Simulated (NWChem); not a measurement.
System: ZnHSeF; SMILES [F][Zn][SeH]

Input file for NWChem:

```
start job
memory heap 200 mb stack 900 mb global 1100 mb
geometry units angstroms noautoz
  Zn    -0.260935     0.634942     0.000000
  F     -0.364922     2.376890     0.000000
  Se    -0.144543    -1.635266     0.000000
  H      1.327357    -1.578833     0.000000
end
basis spherical
  * library def2-svpd
end
dft
  xc pbe0
  iterations 150
end
tddft
  cis
  nroots 6
  notriplet
end
task tddft energy
```

Excerpt of the output:

```
             Northwest Computational Chemistry Package (NWChem) 7.3.0
             --------------------------------------------------------

 CS  symmetry detected

                             Geometry "geometry" -> ""
                             -------------------------

 Output coordinates in angstroms (scale by  1.889725989 to convert to a.u.)

  No.       Tag          Charge          X              Y              Z
 ---- ---------------- ---------- -------------- -------------- --------------
    1 Zn                  30.0000    -0.01089810     0.86330732     0.00000000
    2 F                    9.0000    -0.01095735     2.60835635     0.00000000
    3 Se                  34.0000    -0.02991683    -1.40980283     0.00000000
    4 H                    1.0000     1.44273142    -1.44113024     0.00000000

 Effective nuclear repulsion energy (a.u.)     378.7695093326

      Symmetry information
      --------------------

 Group name             Cs
 Group number              2
 Group order               2
 No. of unique centers     4

                                 NWChem DFT Module
                                 -----------------

 Summary of "ao basis" -> "ao basis" (spherical)
 ------------------------------------------------------------------------------
       Tag                 Description            Shells   Functions and Types
 ---------------- ------------------------------  ------  ---------------------
 Zn                        def2-svpd                12       34   5s4p2d1f
 F                         def2-svpd                 9       23   4s3p2d
 Se                        def2-svpd                15       41   6s5p4d
 H                         def2-svpd                 4        8   2s2p

      Symmetry analysis of basis
      --------------------------

        a'         73
        a"         33

            General Information
            -------------------
          SCF calculation type: DFT
          Wavefunction type:  closed shell.
          No. of atoms     :     4
          No. of electrons :    74
           Alpha electrons :    37
            Beta electrons :    37
          Charge           :     0
          Spin multiplicity:     1
          Use of symmetry is: off; symmetry adaption is: on
          Maximum number of iterations: 150
          AO basis - number of functions:   106
                     number of shells:    40
          Convergence on energy requested:  1.00D-06
          Convergence on density requested:  1.00D-05
          Convergence on gradient requested:  5.00D-04

[...]

                                NWChem TDDFT Module
                                -------------------

            General Information
            -------------------
           No. of orbitals :     212
            Alpha orbitals :     106
             Beta orbitals :     106
        Alpha frozen cores :       0
         Beta frozen cores :       0
     Alpha frozen virtuals :       0
      Beta frozen virtuals :       0
         Spin multiplicity :       1
    Number of AO functions :     106
        Use of symmetry is : off
      Symmetry adaption is : on
         Schwarz screening :  0.10D-07

              XC Information
              --------------
                  PBE0 Method XC Functional
              Hartree-Fock (Exact) Exchange   0.25
   PerdewBurkeErnzerhof Exchange Functional   0.75
     Perdew 1991 LDA Correlation Functional   1.00 local
    PerdewBurkeErnz. Correlation Functional   1.00 non-local

             TDDFT Information
             -----------------
          Calculation type : Tamm-Dancoff TDDFT
         Wavefunction type : Restricted singlets
          No. of electrons :      74
           Alpha electrons :      37
            Beta electrons :      37
              No. of roots :       6
          Max subspacesize :    5200
            Max iterations :     100
               Target root :       1
           Target symmetry : none
      Symmetry restriction : off
                 Algorithm : Optimal
        Davidson threshold :  0.10D-03

    6 smallest eigenvalue differences (eV)
--------------------------------------------------------
  No. Spin  Occ  Vir  Irrep   E(Occ)    E(Vir)   E(Diff)
--------------------------------------------------------
    1    1   37   38 a"       -0.275    -0.058     5.903
    2    1   37   39 a"       -0.275    -0.025     6.778
    3    1   37   40 a'       -0.275    -0.005     7.322
    4    1   37   41 a"       -0.275     0.000     7.477
    5    1   36   38 a'       -0.340    -0.058     7.685
    6    1   37   42 a"       -0.275     0.035     8.429
--------------------------------------------------------

  Entering Davidson iterations
  Restricted singlet excited states

  Iter   NTrls   NConv    DeltaV     DeltaE      Time
  ----  ------  ------  ---------  ---------  ---------
    1      6       0     0.13E+00   0.10+100       38.3
    2     12       0     0.48E-01   0.35E-01       39.3
    3     18       0     0.12E-01   0.23E-02       39.1
    4     24       0     0.17E-01   0.40E-03       35.8
    5     30       3     0.16E-01   0.28E-02       34.8
    6     33       3     0.54E-02   0.31E-03       30.7
    7     36       4     0.12E-02   0.21E-04       30.4
    8     38       4     0.37E-03   0.14E-05       30.1
    9     40       4     0.37E-01   0.36E-03       26.9
   10     42       5     0.14E-01   0.17E-02       21.0
   11     43       5     0.42E-02   0.15E-03       20.6
   12     44       5     0.10E-02   0.13E-04       22.1
   13     45       5     0.29E-03   0.12E-05       21.8
   14     46       6     0.76E-04   0.92E-07       18.3
  ----  ------  ------  ---------  ---------  ---------
  Convergence criterion met

  Ground state a'      -4280.227927193485 a.u.

[...]
```

Level: PBE0/def2-SVPD, TDA. Structure relaxed at the PBE0/def2-SVP level.
